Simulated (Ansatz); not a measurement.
Sn(OMe)H3 (CH₆OSn). The state is a triplet with charge 0. Geometry r2SCAN-D4/def2-TZVP, that of the neutral singlet; atoms count from 1.

Cartesian coordinates in Å:
```
Sn -0.1129 1.1617 -0.8792
O 0.7933 -0.4688 -0.2328
C 0.1913 -1.1786 0.8315
H 0.1043 -0.5722 1.7454
H 0.8216 -2.0428 1.0619
H -0.8111 -1.5519 0.5739
H -1.6743 0.7017 -1.4026
H 0.8919 1.7026 -2.1359
H -0.2042 2.2483 0.4378
```

In the def2 sets Sn takes a core potential; there is no spin–orbit coupling. At PBE0-D4/def2-TZVP a singlet of charge 0 lies 5.32 eV below the triplet at the same geometry.

Problem. Estimate the Mulliken populations from the PBE0/def2-TZVP orbitals of Ansatz.

Solution. 
```
atom  charge (e)  spin (α − β)
 Sn1       -0.17          0.95
  O2       -0.02          0.75
  C3       -0.26          0.03
  H4        0.17          0.08
  H5        0.14          0.01
  H6        0.17          0.08
  H7       -0.01          0.06
  H8       -0.02         -0.03
  H9       -0.01          0.06
```
Mulliken values depend strongly on the basis.

Problem. Where does the spin sit?

Solution. Summed by element: Sn 0.95, O 0.75, C 0.03, H 0.27, of 2 unpaired in all. Largest on single atoms: Sn1 0.95, O2 0.75, H6 0.08.

Problem. And the Mayer bond orders between heavy atoms (over 0.3)?

Solution. O2–C3 1.00 (1.41 Å).
